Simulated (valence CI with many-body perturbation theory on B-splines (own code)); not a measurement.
Br XXI: electric-dipole lines

Method: configuration interaction combined with many-body perturbation theory (CI+MBPT): five valence electrons over a frozen Dirac-Fock core [Ne], radial functions for each j: 11 s, 11 p, 10 d, 8 f, 5 g, 2 h, with the one-electron correlation potential Σ1, the two-electron term Σ2, the three-electron term Σ3, Breit, model QED; selected CI, second order for the rest, scaled by the run's own slope (own B-spline code, finite nucleus).

No measured levels were compared; by estimate levels of excited configurations hold to 0.05 to 0.15 % of their energy, terms of the ground configuration to about 0.5 %. Among the levels kept, up to 3400 cm⁻¹ of a level comes from second order outside the variational space, and about a tenth of that is noise between levels of different J, which matters for small intervals.

Lines 201 to 250 of 596 in falling wavelength, among levels below 226.64 eV, chosen from the strongest by gf and those to the six lowest levels. Wavelengths and rates use the calculated energies, so an error of 300 cm⁻¹ moves a line at 14.18 nm by 0.043 % and its rate by three times that or more. Electric multipoles are in the length gauge with retardation, E1 and E2 with the static RPA response of the core. Weak lines are less certain than strong ones. Lines between different terms over intervals too small for the method are left out, as are lines whose strength nearly cancels. Where a level lies close to another of its J and parity, the split of strength between their lines is uncertain. The highest levels of a list are the least certain.

Names give the largest LS component (configuration and term), which can be under half, so a name can repeat, a term be missing and a line seem to break the LS rules; names also repeat where a configuration has a term twice. Letters in brackets count levels of one name in rising energy.

| λ vac (nm) | Upper | Lower | A (s⁻¹) | log gf | Branch % |
| --- | --- | --- | --- | --- | --- |
| 14.18 | 3s2 3p 3d2 4D°_5/2 [a] | 3s2 3p2 3d 4P_3/2 | 5.88e+09 | -0.97 | 4.9 |
| 14.16 | 3s 3p3 3d 4D°_7/2 [d] | 3s2 3p2 3d 2F_5/2 [a] | 8.96e+09 | -0.67 | 11.2 |
| 14.13 | 3s2 3p 3d2 4G°_5/2 | 3s2 3p2 3d 4F_7/2 | 4.99e+09 | -1.05 | 6.7 |
| 14.11 | 3s2 3p 3d2 2H°_9/2 | 3s2 3p2 3d 2G_9/2 | 4.07e+09 | -0.92 | 6.7 |
| 14.10 | 3s 3p3 3d 2D°_3/2 [b] | 3s 3p4 2S_1/2 | 1.58e+10 | -0.73 | 19.0 |
| 14.09 | 3s2 3p 3d2 2G°_7/2 [a] | 3s2 3p2 3d 2D_5/2 [a] | 6.54e+09 | -0.81 | 4.5 |
| 14.08 | 3s2 3p2 3d 4F_5/2 | 3s2 3p3 4S°_3/2 | 2.55e+09 | -1.34 | 82.7 |
| 14.08 | 3s2 3p2 3d 2P_1/2 [a] | 3s2 3p3 2P°_3/2 | 2.43e+10 | -0.84 | 15.9 |
| 14.08 | 3s 3p3 3d 2D°_5/2 [f] | 3s2 3p2 3d 2D_5/2 [a] | 2.57e+10 | -0.34 | 15.2 |
| 14.07 | 3s 3p3 3d 2F°_7/2 [c] | 3s2 3p2 3d 2G_7/2 | 6.85e+09 | -0.79 | 5.7 |
| 14.07 | 3s2 3p2 3d 4D_5/2 | 3s2 3p3 2D°_3/2 | 1.25e+09 | -1.65 | 15.0 |
| 14.05 | 3s2 3p 3d2 2D°_3/2 [a] | 3s2 3p2 3d 2D_5/2 [c] | 1.37e+10 | -0.79 | 5.3 |
| 14.03 | 3s 3p3 3d 4D°_3/2 [a] | 3s 3p4 4P_5/2 | 3.93e+08 | -2.33 | 11.7 |
| 14.03 | 3s2 3p 3d2 2F°_7/2 [a] | 3s2 3p2 3d 2D_5/2 [a] | 1.53e+10 | -0.44 | 13.2 |
| 14.02 | 3s2 3p 3d2 2P°_3/2 [a] | 3s2 3p2 3d 2S_1/2 | 2.57e+10 | -0.52 | 9.5 |
| 14.00 | 3s2 3p 3d2 4G°_7/2 | 3s2 3p2 3d 4F_9/2 | 9.26e+09 | -0.66 | 14.8 |
| 13.98 | 3s 3p3 3d 4D°_5/2 [d] | 3s2 3p2 3d 4F_7/2 | 2.56e+10 | -0.35 | 19.7 |
| 13.96 | 3s 3p3 3d 4D°_1/2 [d] | 3s2 3p2 3d 4D_3/2 | 2.57e+10 | -0.82 | 18.6 |
| 13.96 | 3s 3p3 3d 2D°_5/2 [g] | 3s2 3p2 3d 2D_5/2 [b] | 2.42e+10 | -0.37 | 13.1 |
| 13.94 | 3s 3p2 3d2 6G_9/2 | 3s 3p3 3d 6D°_7/2 | 3.57e+09 | -0.98 | 88.0 |
| 13.93 | 3s 3p3 3d 4F°_5/2 [a] | 3s 3p4 4P_5/2 | 6.92e+08 | -1.92 | 17.2 |
| 13.93 | 3s 3p3 3d 2P°_3/2 [d] | 3s2 3p2 3d 2D_3/2 [a] | 7.92e+09 | -1.04 | 4.7 |
| 13.89 | 3s2 3p 3d2 4D°_5/2 [a] | 3s2 3p2 3d 2G_7/2 | 1.30e+10 | -0.65 | 10.8 |
| 13.89 | 3s 3p3 3d 4P°_5/2 [a] | 3s 3p4 2D_3/2 | 8.73e+09 | -0.82 | 9.4 |
| 13.88 | 3s2 3p 3d2 4P°_5/2 | 3s2 3p2 3d 2D_5/2 [a] | 1.44e+10 | -0.60 | 9.0 |
| 13.87 | 3s2 3p 3d2 2P°_3/2 [a] | 3s2 3p2 3d 2P_3/2 [b] | 2.29e+10 | -0.58 | 8.4 |
| 13.85 | 3s 3p3 3d 4D°_3/2 [d] | 3s2 3p2 3d 2F_5/2 [a] | 3.80e+10 | -0.36 | 25.4 |
| 13.82 | 3s2 3p2 3d 2D_5/2 [a] | 3s2 3p3 2P°_3/2 | 5.40e+09 | -1.03 | 4.0 |
| 13.82 | 3s 3p3 3d 2D°_3/2 [d] | 3s2 3p2 3d 4D_5/2 | 1.54e+10 | -0.75 | 13.7 |
| 13.78 | 3s 3p3 3d 4D°_7/2 [e] | 3s2 3p2 3d 4F_7/2 | 4.72e+09 | -0.97 | 6.6 |
| 13.78 | 3s2 3p 3d2 4D°_7/2 [a] | 3s2 3p2 3d 4P_5/2 | 2.39e+10 | -0.26 | 17.5 |
| 13.75 | 3s2 3p2 3d 4D_7/2 | 3s2 3p3 2D°_5/2 | 1.75e+09 | -1.40 | 100.0 |
| 13.74 | 3s 3p3 3d 4F°_7/2 [a] | 3s 3p4 4P_5/2 | 3.49e+08 | -2.10 | 9.5 |
| 13.72 | 3s2 3p 3d2 2H°_9/2 | 3s2 3p2 3d 2G_7/2 | 2.38e+10 | -0.17 | 39.1 |
| 13.72 | 3s2 3p2 3d 4P_1/2 | 3s2 3p3 2P°_1/2 | 1.48e+09 | -2.08 | 1.0 |
| 13.71 | 3s2 3p 3d2 2D°_5/2 [a] | 3s2 3p2 3d 2D_3/2 [c] | 1.09e+10 | -0.73 | 4.8 |
| 13.68 | 3s2 3p 3d2 4S°_3/2 | 3s2 3p2 3d 2P_3/2 [b] | 9.53e+09 | -0.97 | 3.2 |
| 13.65 | 3s2 3p 3d2 2F°_5/2 [a] | 3s2 3p2 3d 2G_7/2 | 1.70e+10 | -0.55 | 13.2 |
| 13.58 | 3s2 3p2 3d 2F_5/2 [a] | 3s2 3p3 4S°_3/2 | 8.80e+08 | -1.84 | 92.7 |
| 13.58 | 3s2 3p 3d2 2F°_7/2 [b] | 3s2 3p2 3d 2F_7/2 [b] | 2.72e+10 | -0.22 | 17.0 |
| 13.58 | 3s2 3p 3d2 4D°_1/2 [b] | 3s2 3p2 3d 2D_3/2 [b] | 1.94e+10 | -0.97 | 8.1 |
| 13.54 | 3s 3p3 3d 2D°_3/2 [f] | 3s2 3p2 3d 2D_3/2 [b] | 1.92e+10 | -0.68 | 7.7 |
| 13.49 | 3s 3p3 3d 2D°_5/2 [f] | 3s2 3p2 3d 2D_3/2 [a] | 7.28e+09 | -0.92 | 4.3 |
| 13.45 | 3s 3p4 2P_3/2 | 3s2 3p3 2D°_5/2 | 6.03e+10 | -0.18 | 43.8 |
| 13.44 | 3s 3p3 3d 4S°_3/2 | 3s 3p4 2D_5/2 | 1.31e+10 | -0.85 | 12.0 |
| 13.43 | 3s2 3p2 3d 2D_3/2 [b] | 3s2 3p3 2P°_3/2 | 8.82e+08 | -2.02 | 0.6 |
| 13.41 | 3s2 3p2 3d 2D_3/2 [a] | 3s2 3p3 2P°_1/2 | 3.07e+09 | -1.48 | 6.7 |
| 13.39 | 3s2 3p 3d2 4D°_7/2 [b] | 3s2 3p2 3d 2D_5/2 [a] | 4.90e+09 | -0.98 | 2.2 |
| 13.37 | 3s 3p3 3d 2P°_3/2 [b] | 3s2 3p2 3d 4D_1/2 [b] | 7.87e+09 | -1.07 | 4.6 |
| 13.35 | 3s 3p3 3d 4D°_5/2 [d] | 3s2 3p2 3d 4F_5/2 | 2.24e+10 | -0.44 | 17.3 |
